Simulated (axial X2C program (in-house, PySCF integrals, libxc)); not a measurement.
**Which molecule has these constants?**

Calculated with an in-house relativistic program for diatomic molecules, spin-free (one-electron X2C) or two-component (2c: spin–orbit coupling with atomic mean-field Coulomb and Gaunt terms, which also bring small scalar terms), in Dyall basis sets with cores contracted in-house; open shells are unrestricted.

A two-component PBE0 calculation in a Dyall 3-zeta basis gave Re = 2.220 Å, ωe = 548.7 cm⁻¹, Ω = 3/2.

Question: Which molecule is it?
A. LiY⁺
B. YF⁺
C. YN⁺
D. YO⁺
E. YB⁺

Answer: E. The others have LiY⁺ 3.215 Å and 260.4 cm⁻¹ (Ω = 1/2); YN⁺ 1.779 Å and 908.1 cm⁻¹ (Ω = 1/2); YO⁺ 1.726 Å and 963.6 cm⁻¹ (Ω = 0); YF⁺ 1.869 Å and 710.1 cm⁻¹ (Ω = 1/2).

Each entry is the lowest single determinant of a limited PBE0 search at one distance. De goes to single-determinant-based atoms at the same level (for ions the charge split of lowest energy) and is withheld (n/a) where an atom does not fit its ground term or J level. Main or longest-lived isotopes. One determinant is a doubtful description, or other states lie close, for YB⁺, LiY⁺, YN⁺; these need not be ground states, and all values refer to the states named. With several unpaired electrons the Ω given is that of one determinant, not necessarily of the lowest component. The functionals have no current term, which raises determinants with orbital currents.
